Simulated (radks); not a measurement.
The numbers below are computed, except where a source is named.
All-electron atom: Al3+ in 1s1.75 2s2 2p6 3s0.25 (fractional occupations, a model configuration). Code: a radial shooting solver on a logarithmic mesh with Libxc functionals. Model: Dirac Kohn-Sham, SOGGA, spin-unpolarised, spherical densities, finite nucleus; Fermi nuclear charge, rms radius 3.061 fm.

Normalised radial functions P(r) = r R(r) (large component), r in bohr:

r	2s1/2
0.007914	0.1736
0.01006	0.2142
0.01279	0.2622
0.01626	0.3176
0.02067	0.3796
0.02628	0.4458
0.0334	0.5114
0.04246	0.5685
0.05398	0.6050
0.06862	0.6043
0.08724	0.5467
0.1109	0.4119
0.141	0.1860
0.1807	-0.1408
0.2297	-0.5183
0.292	-0.8958
0.3712	-1.1903
0.4718	-1.3220
0.5998	-1.2527
0.7625	-1.0100
0.9694	-0.6814
1.232	-0.3736
1.567	-0.1600
1.991	-0.0503
2.532	-0.0108
3.218	-0.0014
4.091	-0.0001
5.201	0.0000
6.612	0.0000

2s1/2: eigenvalue -148.47 eV, 1 radial node at r = 0.164 bohr, <r> = 0.614 bohr, 90 % of the charge inside 0.968 bohr.
